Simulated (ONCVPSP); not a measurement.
## Pseudopotential generation for Pt (Z = 78): ONCV, PBEsol, scalar-relativistic.

platinum, optimised norm-conserving Vanderbilt (ONCV), made with ONCVPSP 4.0.1 (PBEsol, scalar-relativistic). Core [Kr] 4d10 4f14, reference 5s2 5p6 5d9 6s1. Waves: 5s+6s: rc 1.35 bohr, ncon 4, nbas 7, qcut 6.8 1/bohr, 2 projectors; 5p: rc 1.15 bohr, ncon 4, nbas 9, qcut 5.7 1/bohr, 2 projectors, debl 0.6 Ha; 5d: rc 1.65 bohr, ncon 4, nbas 8, qcut 5.1 1/bohr, 2 projectors, debl 3.7 Ha. Local part: polynomial inside 1.15 bohr (lpopt 5, dvloc0 0 Ha). Core correction: polynomial model core, fcfact 0.35.

In the p channel the program set the typed energies aside and used -2.059, 0.250 Ha.

Poles of the logarithmic derivatives, all-electron (AE) and pseudo (PS). s: poles at -2.6 (AE) and -2.6 (PS) Ha. p: poles at 2.4 (AE) and 2.4 (PS) Ha. d: poles at 1.3 (AE) and 1.3 (PS) Ha. Test radii: s 1.37, p 1.17, d 1.67 bohr.

* Cutoffs needed: 188 Ha and 217 Ha (the cutoffs (Ha) at which the residual kinetic energy of the hardest occupied pseudo-wave falls to 1 and 0.1 mHa per electron)
* Ghost test: no bound ghost flagged; GHOST(+) flagged for s at 207.5 eV
* Largest excitation error: -140 meV (all-electron minus pseudo) for 5s2 5p5 5d9 6s1, out of 4 test configurations
* rms error of d²Exc/dni dnj: 6.09 mHa without and 0.90 mHa with the model core
